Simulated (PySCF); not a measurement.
**Electronic absorption of vinyldifluoroborane**

Vinyldifluoroborane, C2H3BF2.
Bonds: C1–C2 (double), C2–B3, B3–F4, B3–F5. Hydrogens: H6, H7 on C1; H8 on C2.

Computed, not measured: TDDFT CAM-B3LYP/def2-SVPD, vertical, gas phase, core orbitals frozen in the response in PySCF. Isolated species at its PBE0-D3(BJ)/def2-SVP geometry, gas phase. Torsions of this conformer, `[CH2:1]=[CH:2][B:3]([F:4])[F:5]`: C1–C2–B3–F4 180°.

```json
{"state": "S1", "E (eV)": "6.72", "E (kJ/mol)": "648", "λ (nm)": "184.5", "f": "0.0007", "symmetry": "–", "main configurations (H = HOMO, L = LUMO)": "H-1→L (98%)"}
{"state": "S2", "E (eV)": "6.77", "E (kJ/mol)": "653", "λ (nm)": "183.2", "f": "0.355", "symmetry": "A′", "main configurations (H = HOMO, L = LUMO)": "H→L (97%)"}
{"state": "S3", "E (eV)": "8.01", "E (kJ/mol)": "773", "λ (nm)": "154.8", "f": "0.070", "symmetry": "A″", "main configurations (H = HOMO, L = LUMO)": "H→L+1 (86%), H→L+2 (10%)"}
{"state": "S4", "E (eV)": "8.29", "E (kJ/mol)": "800", "λ (nm)": "149.6", "f": "0.0003", "symmetry": "–", "main configurations (H = HOMO, L = LUMO)": "H-2→L (92%)"}
{"state": "S5", "E (eV)": "8.83", "E (kJ/mol)": "852", "λ (nm)": "140.4", "f": "0.0000", "symmetry": "–", "main configurations (H = HOMO, L = LUMO)": "H→L+2 (75%), H→L+1 (11%)"}
{"state": "S6", "E (eV)": "9.02", "E (kJ/mol)": "870", "λ (nm)": "137.5", "f": "0.0000", "symmetry": "–", "main configurations (H = HOMO, L = LUMO)": "H→L+3 (80%), H→L+2 (12%)"}
{"state": "S7", "E (eV)": "9.11", "E (kJ/mol)": "879", "λ (nm)": "136.1", "f": "0.0004", "symmetry": "–", "main configurations (H = HOMO, L = LUMO)": "H-3→L (86%)"}
{"state": "S8", "E (eV)": "9.46", "E (kJ/mol)": "913", "λ (nm)": "131.0", "f": "0.0055", "symmetry": "A′", "main configurations (H = HOMO, L = LUMO)": "H-1→L+1 (92%)"}
{"state": "S9", "E (eV)": "9.72", "E (kJ/mol)": "937", "λ (nm)": "127.6", "f": "0.0008", "symmetry": "–", "main configurations (H = HOMO, L = LUMO)": "H-5→L (75%), H-1→L+4 (12%)"}
{"state": "S10", "E (eV)": "9.82", "E (kJ/mol)": "948", "λ (nm)": "126.2", "f": "0.111", "symmetry": "A′", "main configurations (H = HOMO, L = LUMO)": "H→L+4 (92%)"}
```

Triplets (Tamm–Dancoff): T1 3.91 eV, H→L (95%); T2 6.08 eV, H-1→L (97%); T3 7.76 eV, H-2→L (87%); T4 7.86 eV, H→L+1 (82%), H→L+2 (11%).

The lowest singlet comes at 184 nm (648 kJ/mol) in the vacuum ultraviolet; it is very weak; its leading configuration is HOMO-1→LUMO (98%). The strongest level in the table is S2 at 6.77 eV (183 nm, f = 0.355). Löwdin shares by element: HOMO carbon 79%, boron 7%; LUMO carbon 58%, boron 19%, fluorine 7% or more (atoms not listed hold the other 16%). Weighted by f, the mean energy of these states is 7.58 eV. Of the 10 states listed, 3 reach f = 0.01 and 4 stay under 0.0005. The listed states span 3.10 eV, and the widest gap between neighbours is 1.24 eV (S2 to S3). No computed singlet lies in the visible range (380 to 750 nm); the lowest, at 184 nm, stands 3.46 eV above its violet end (3.26 eV). The vertical ionisation energy (ΔSCF) is 11.15 eV, 1.32 eV above S10. Symmetry labels in Cs follow from the direction of the transition dipole and are given only for states with f of 0.002 or more. The window holds the lowest 10 singlets.

Hardware: an Arm Neoverse V1 with one thread, on a shared host. Cost: 26 s (grids of density and orbitals included), 0.56 GiB resident at most.
